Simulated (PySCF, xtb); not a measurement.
B2H6O4Si, SMILES OB(O)[SiH2]B(O)O. Other conformers were not sampled.

Harmonic wavenumbers (cm⁻¹) from GFN2-xTB (xtb) at its own minimum, in rising order: 20, 63, 106, 209, 234, 260, 328, 366, 380, 516, 553, 576, 579, 626, 646, 661, 688, 696, 848, 949, 961, 969, 1017, 1196, 1223, 1231, 1270, 2099, 2114, 3549, 3554, 3566, 3667.

Task: What does B3LYP-D3(BJ)/def2-SVP in PySCF give at its own minimum? (Estimate from the structure and the level; the computed values follow.)

Result: 24, 77, 152, 233, 249, 300, 369, 384, 415, 537, 562, 575, 584, 610, 652, 725, 740, 749, 930, 989, 1027, 1029, 1144, 1280, 1320, 1391, 1444, 2171, 2181, 3682, 3775, 3780, 3871. Paired by order, the mean absolute difference is 69 cm⁻¹ and the zero-point energies are 51.1 and 54.3 kcal/mol.
